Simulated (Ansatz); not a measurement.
Stepwise reaction of `[OH][Zr]([F])([F])[SH]` with water, as a gas-phase model of exchange steps in deposition or etching. ΔE in kJ/mol.

Isolated molecules relaxed with PBE0-D4/def2-TZVP in Ansatz; ΔE leaves out vibrations. CCSD(T)/CBS adds triple-zeta CCSD(T) − MP2 to the extrapolated MP2 energy (def2 sets, frozen cores). This one scheme is used for every species. Functionals use def2-TZVPP. B3LYP here is the variant with VWN-RPA as its local correlation; programs differ in this. def2 core potentials past Kr. For Zr outer-core shells are correlated without core-valence functions, which leaves a few kJ/mol of doubt a bond. One conformer a species, not always the lowest.

| step | reaction | PBE-D4 | B3LYP-D4 | ωB97M-V | CCSD(T)/CBS |
| --- | --- | --- | --- | --- | --- |
| 1 | `[OH][Zr]([F])([F])[SH]` + H₂O → `[OH][Zr]([OH])([F])[SH]` + H–F | 49.7 | 46.6 | 46.5 | 41.0 |

Task: Give the row of step 2, `[OH][Zr]([OH])([F])[SH]` + H₂O → `[OH][Zr]([OH])([OH])[SH]` + H–F. (An estimate is asked.)

Result: The calculation gave: 
```json
{"step": "2", "reaction": "`[OH][Zr]([OH])([F])[SH]` + H₂O → `[OH][Zr]([OH])([OH])[SH]` + H–F", "PBE-D4": "56.6", "B3LYP-D4": "54.3", "ωB97M-V": "54.3", "CCSD(T)/CBS": "49.0"}
```

Task: By hand: ΔE of the 2 steps together at CCSD(T)/CBS.

Result: (41.0) + (49.0) = 90.0 kJ/mol, or 45.0 kJ/mol a step.

In ΔE each step is higher than the one before. All are uphill at CCSD(T)/CBS. PBE-D4 differs from CCSD(T)/CBS by 7.6 to 8.7 kJ/mol a step. Isolated molecules leave out the surface, adducts and barriers. Largest T1 diagnostic: 0.017.
